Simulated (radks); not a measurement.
Values are calculated unless marked as measured or tabulated.
Initial-state core-level shifts of the titanium ion Ti2+ when its valence configuration changes from [Ar] 3d2. Code: a radial shooting solver on a logarithmic mesh with Libxc functionals. Model: scalar-relativistic Kohn-Sham, LDA (Slater exchange, Perdew-Wang correlation), spin-polarised, spherical densities, finite nucleus; open shells are filled with parallel spins first; Fermi nuclear charge, rms radius 3.5921 fm. Shifts are changes of the shell-averaged eigenvalues in eV (positive: less bound); the change of the density at the nucleus, which sets a Mossbauer isomer shift, is in e/bohr^3, on a base of 8483.

valence	1s	2s	3s	3p	density at nucleus
4p2	-16.457	-18.806	-15.284	-14.679	+4.0894
4s2	-14.535	-16.823	-13.355	-12.787	+18.3532
3d1 4s1	-6.673	-7.725	-6.320	-6.047	+8.1718
3d1 4p1	-7.768	-8.824	-7.411	-7.122	+1.7591
3d1.5 4p0.5	-3.775	-4.274	-3.646	-3.506	+0.8110
3d1.5 4s0.5	-3.218	-3.721	-3.088	-2.955	+3.8659
